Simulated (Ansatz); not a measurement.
Ansatz (an electronic-structure program) input (wB97X-V/def2-TZVPD):

Ansatz 0.2 input:
```yaml
crystal:
  periodic: [false, false, false]
  atoms:
    - {symbol: F, position_ang: [-0.00352182, 1.68800675, -1.15610829]}
    - {symbol: Si, position_ang: [-0.01083694, 0.66568707, 0.04695105]}
    - {symbol: F, position_ang: [-0.04851179, 1.50829318, 1.38154400]}
    - {symbol: Br, position_ang: [1.82841893, -0.51688016, -0.00418886]}
    - {symbol: Br, position_ang: [-1.81070408, -0.57130036, -0.07256074]}
basis:
  gaussian:
    orbitals: def2-TZVPD
hamiltonian:
  xc: {name: wB97X-V}
magnetization: {spin_polarized: true, initial_magnetization: 2}
```

End of the output:

```
integrals: 0.34 GiB planned
1590 factors; their error is unknown
integrals: 0.38 GiB planned
320 factors; integrals over basis functions are off by at most 3.8e-5 eV
0.40 GiB of the device are held for the grids
2.65 GiB of device memory are held for the factors and their scratch space
mean field: 2.05 GiB planned
mean field evaluation 1: about -153386.1176 eV, gradient 3.4e1 eV
mean field evaluation 2: about -153385.1208 eV, gradient 4.3e1 eV
mean field evaluation 4: about -153389.8786 eV, gradient 1.1e0 eV
mean field evaluation 8: about -153389.9486 eV, gradient 1.5e-1 eV
mean field evaluation 16: about -153390.3802 eV, gradient 2.7e-3 eV
mean field evaluation 32: about -153390.3576 eV, gradient 7.0e-1 eV
mean field -153390.38022380 eV, -5636.9925014906 hartree, gradient 8.9e-6 eV, S^2 2.010622; 3 other end points of the search recorded, 0 dependent functions left out
reference -153390.38022559 eV, -5636.9925015563 hartree; 52, 50 occupied and 185, 187 virtual orbitals, 1590 factors
Total energy: -153390.38022559 eV, -5636.9925015563 hartree
```

This state (charge 0, triplet) is run at the relaxed geometry of the species with charge 0 and multiplicity 1, and is a spin state other than that species' own.
